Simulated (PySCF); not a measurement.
**Two-component Hartree-Fock for Sn⁴⁴⁺ (tin, charge +44)**

Start: [He] 2s2 2p2; 2p1/2 filled at m_j = -1/2, +1/2. Calculated with PySCF 2.14 in an uncontracted even-tempered set (17 s from 23 bohr⁻², ratio 2.4; 12 p from 30 bohr⁻², ratio 2.4; 5 d from 100 bohr⁻², ratio 2.6; 4 f from 150 bohr⁻², ratio 2.6): generalised Hartree-Fock with the X2C-1e Hamiltonian and a Gaussian nucleus; one run each with spin-orbit coupling (SO) switched off, then screened by Boettger's factors.

```csv
spinor shell,electrons,"ε, spin-free (eV)","ε, screened SO (eV)",weight of nominal j (screened SO),"rms radius, screened SO (bohr)"
1s1/2,2,-33130.5,-33113.1,1.000,0.0331
2s1/2,2,-7706.2,-7700.9,1.000,0.129
2p1/2,2,-7400.8,-7550.8,1.000,0.110
```

```
   quantity    spin-free  screened SO
E (hartree)  -3710.62949  -3722.74751
        M_J            0            0
       ⟨J²⟩        2.000        0.000
       ⟨L²⟩        2.000        1.333
       ⟨S²⟩        2.000        1.333
```

Breit and QED terms are absent; they matter most for the inner s and p1/2 levels.

Densities and radii are taken from the X2C orbitals without a picture-change correction, which distorts them close to the nucleus.

Without spin-orbit coupling the j labels of p, d and f shells carry no meaning; the spin-free column gives the mean over the occupied spinors of each nl shell.
